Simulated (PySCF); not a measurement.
Compound: nitrosobenzene, C6H5NO.
SMILES with atom numbers: `[O:1]=[N:2][c:3]1[cH:4][cH:5][cH:6][cH:7][cH:8]1` (hydrogens: H9 on C4; H10 on C5; H11 on C6; H12 on C7; H13 on C8)

The same species was optimised twice, with GFN2-xTB and with PBE0-D3(BJ)/def2-SVP (PySCF), and the same property calculations (PySCF, gas phase) were run on both structures.

```json
{"coordinate": "N2–C3 (Å)", "GFN2-xTB": "1.399", "PBE0-D3(BJ)/def2-SVP": "1.434", "change": "+0.035"}
{"coordinate": "O1=N2 (Å)", "GFN2-xTB": "1.226", "PBE0-D3(BJ)/def2-SVP": "1.202", "change": "-0.024"}
{"coordinate": "C4–C5 (Å)", "GFN2-xTB": "1.380", "PBE0-D3(BJ)/def2-SVP": "1.392", "change": "+0.012"}
{"coordinate": "C6–C7 (Å)", "GFN2-xTB": "1.389", "PBE0-D3(BJ)/def2-SVP": "1.400", "change": "+0.011"}
{"coordinate": "C7–C8 (Å)", "GFN2-xTB": "1.378", "PBE0-D3(BJ)/def2-SVP": "1.387", "change": "+0.009"}
{"coordinate": "C5–C6 (Å)", "GFN2-xTB": "1.389", "PBE0-D3(BJ)/def2-SVP": "1.395", "change": "+0.006"}
{"coordinate": "C3–C4 (Å)", "GFN2-xTB": "1.399", "PBE0-D3(BJ)/def2-SVP": "1.395", "change": "-0.004"}
{"coordinate": "C3–C8 (Å)", "GFN2-xTB": "1.401", "PBE0-D3(BJ)/def2-SVP": "1.400", "change": "-0.001"}
{"coordinate": "O1–N2–C3 (°)", "GFN2-xTB": "118.0", "PBE0-D3(BJ)/def2-SVP": "115.4", "change": "-2.6"}
{"coordinate": "C4–C3–C8 (°)", "GFN2-xTB": "120.2", "PBE0-D3(BJ)/def2-SVP": "121.3", "change": "+1.1"}
{"coordinate": "N2–C3–C8 (°)", "GFN2-xTB": "124.1", "PBE0-D3(BJ)/def2-SVP": "123.1", "change": "-1.0"}
{"coordinate": "C3–C8–C7 (°)", "GFN2-xTB": "119.7", "PBE0-D3(BJ)/def2-SVP": "119.0", "change": "-0.7"}
{"coordinate": "C4–C5–C6 (°)", "GFN2-xTB": "120.0", "PBE0-D3(BJ)/def2-SVP": "119.6", "change": "-0.4"}
{"coordinate": "C3–C4–C5 (°)", "GFN2-xTB": "119.6", "PBE0-D3(BJ)/def2-SVP": "119.4", "change": "-0.2"}
{"coordinate": "N2–C3–C4 (°)", "GFN2-xTB": "115.7", "PBE0-D3(BJ)/def2-SVP": "115.5", "change": "-0.2"}
{"coordinate": "C5–C6–C7 (°)", "GFN2-xTB": "120.6", "PBE0-D3(BJ)/def2-SVP": "120.7", "change": "+0.1"}
{"coordinate": "O1–N2–C3–C4 (°)", "GFN2-xTB": "180", "PBE0-D3(BJ)/def2-SVP": "180", "change": "0"}
```

Rotational constants: A = 5328, B = 1651, C = 1260 MHz (GFN2-xTB) against A = 5264, B = 1653, C = 1258 MHz (PBE0-D3(BJ)/def2-SVP). Point groups within 0.08 Å: Cs and Cs.

On the GFN2-xTB structure: HOMO (eV) -6.48 [PBE0/pcSseg-1]; LUMO (eV) -2.93 [PBE0/pcSseg-1]; dipole (D) 4.12 [PBE0/pcSseg-1]; GIAO shielding of O1 (ppm) -1951.1 [PBE0/pcSseg-1]; GIAO shielding of N2 (ppm) -1017.7 [PBE0/pcSseg-1]; GIAO shielding of C3 (ppm) 28.5 [PBE0/pcSseg-1]; GIAO shielding of C4/C8 (mean) (ppm) 63.8 [PBE0/pcSseg-1]; GIAO shielding of C5/C7 (mean) (ppm) 52.2 [PBE0/pcSseg-1]; GIAO shielding of C6 (ppm) 43.6 [PBE0/pcSseg-1].

Question: What do these properties become on the PBE0-D3(BJ)/def2-SVP structure?

Answer: 
```csv
property,level,on GFN2-xTB,on PBE0-D3(BJ)/def2-SVP,change
HOMO (eV),PBE0/pcSseg-1,-6.48,-6.52,-0.04
LUMO (eV),PBE0/pcSseg-1,-2.93,-2.79,+0.14
dipole (D),PBE0/pcSseg-1,4.12,3.73,-0.39
"energy, GFN2-xTB geometry as zero (kcal/mol)",PBE0/pcSseg-1,0.0,-1.0,-1.0
GIAO shielding of O1 (ppm),PBE0/pcSseg-1,-1951.1,-1720.2,+230.9
GIAO shielding of N2 (ppm),PBE0/pcSseg-1,-1017.7,-896.5,+121.2
GIAO shielding of C3 (ppm),PBE0/pcSseg-1,28.5,23.6,-4.9
GIAO shielding of C4/C8 (mean) (ppm),PBE0/pcSseg-1,63.8,60.3,-3.5
GIAO shielding of C5/C7 (mean) (ppm),PBE0/pcSseg-1,52.2,49.8,-2.4
GIAO shielding of C6 (ppm),PBE0/pcSseg-1,43.6,42.7,-0.9
```

The heavy atoms differ by 0.018 Å rms after alignment. Among bonds between heavy atoms N2–C3 changes most (+0.035 Å). Changes are differences of the printed values. Neither structure is proved a minimum here.

Shape of the structure used: `[O:1]=[N:2][c:3]1[cH:4][cH:5][cH:6][cH:7][cH:8]1`: O1–N2–C3–C4 180°.
